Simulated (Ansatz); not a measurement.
System: BNH₂F, charge 0, doublet. BNH2F (SMILES FB[NH], doublet).
B3LYP-D3(BJ)/def2-TZVP minimum from Ansatz (a first-principles code):
```xyz
5

B     -0.3380     0.0907    -0.2603
F      0.1698     1.0668     0.4915
H     -1.2966     0.3183    -0.9451
N      0.1203    -1.2294    -0.1846
H      0.6159    -1.7671    -0.8846
```
Charge 0, spin multiplicity 2.

Quantity: atomisation energy (electronic, to ground-state atoms), in kcal/mol. Open shells are spin-unrestricted; no spin-orbit coupling. CBS(X,Y): correlation extrapolated as X^-3, Hartree-Fock from the larger set. A bracket is a step between two methods taken in the basis named. Functionals run without relativity, which enters their misses. Double hybrids freeze cores in their MP2 part. '+ core + X2C': CCSD(T) terms for core correlation (cc-pwCVTZ) and scalar relativity (cc-pVTZ-DK). Where a partner has so few electrons that a lower coupled-cluster level is exact, that level stands in.

CCSD(T)/CBS(cc-pVTZ,cc-pVQZ) + [CCSDT(Q) - CCSD(T)]/cc-pVDZ + core + X2C (Ansatz) gives 433.3 kcal/mol.

How far off this value is PBE/def2-TZVPD (Ansatz), in which direction, and which of these levels come nearer: B3LYP/def2-TZVPD, B2PLYP/def2-TZVPD, CCSD(T)/CBS(cc-pVTZ,cc-pVQZ) + core + X2C?

PBE gives 448.7 kcal/mol, 15.4 kcal/mol above it. Differences of the others: B3LYP/def2-TZVPD (Ansatz) 4.8; B2PLYP/def2-TZVPD (Ansatz) -0.6; CCSD(T)/CBS(cc-pVTZ,cc-pVQZ) + core + X2C (Ansatz) -0.6 kcal/mol. Nearer than PBE: B3LYP/def2-TZVPD, B2PLYP/def2-TZVPD, CCSD(T)/CBS(cc-pVTZ,cc-pVQZ) + core + X2C.
